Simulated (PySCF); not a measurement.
PySCF input file for CH7ClOSi2, SMILES [SiH3]CO[SiH2]Cl, C-PCM-PBE0/def2-SVP. Geometry: B3LYP-D3(BJ)/def2-SVP. This is a generated structure with no PubChem entry under its InChIKey; it may be hypothetical. Other conformers were not sampled.

```python
import numpy as np
from pyscf import gto, scf, dft
from pyscf.solvent import pcm

mol = gto.M(
    atom='''
    Si   -2.52019398    0.78507137   -0.30662481
    C    -0.92992965    0.09503699   -1.10103484
    O    -0.35559499   -0.93621455   -0.29718581
    Si    0.80101446   -0.75348603    0.86918192
    Cl    2.41897031    0.29944887    0.08776452
    H    -3.09226130    1.84574580   -1.18764658
    H    -2.19754137    1.36799218    1.02711951
    H    -3.51261701   -0.31178317   -0.13136110
    H    -1.16731142   -0.33977172   -2.08676904
    H    -0.20222614    0.90659257   -1.28784628
    H     1.23134332   -2.11489798    1.25204054
    H     0.31096959    0.03279105    2.03036187
    ''',
    basis='def2-SVP',
    charge=0,
    spin=0,
    max_memory=1600,
    verbose=3,
)
mf = dft.RKS(mol, xc='pbe0').density_fit(auxbasis='def2-universal-jkfit')
mf.grids.level = 3
mf.conv_tol = 1e-9
mf.max_cycle = 100
mf.kernel()
res = {}
for name, eps in {'water': 78.355, 'cyclohexanone': 15.619, 'ethylethanoate': 5.9867}.items():
    s = mf.PCM()
    s.with_solvent.method, s.with_solvent.eps, s.with_solvent.lebedev_order = 'C-PCM', eps, 29
    s.kernel(mf.make_rdm1())
    res[name] = (s.e_tot, eps, s.dip_moment(), s.mo_energy, s.converged)
    print(f'{name}: electrostatic solvation free energy {(s.e_tot - mf.e_tot) * 627.509474:.3f} kcal/mol')
```

Output:

```
converged SCF energy = -1155.84411807578

WARN: PCM is an experimental feature. It is still in testing.
Features and APIs may be changed in the future.

converged SCF energy = -1155.8476392519
Dipole moment(X, Y, Z, Debye): -1.10083,  0.30471, -0.04033
water: electrostatic solvation free energy -2.210 kcal/mol

WARN: PCM is an experimental feature. It is still in testing.
Features and APIs may be changed in the future.

converged SCF energy = -1155.84743710825
Dipole moment(X, Y, Z, Debye): -1.09109,  0.29769, -0.04035
cyclohexanone: electrostatic solvation free energy -2.083 kcal/mol

WARN: PCM is an experimental feature. It is still in testing.
Features and APIs may be changed in the future.

converged SCF energy = -1155.84703814228
Dipole moment(X, Y, Z, Debye): -1.07193,  0.28441, -0.04033
ethylethanoate: electrostatic solvation free energy -1.832 kcal/mol
```

Self-consistency was reached.
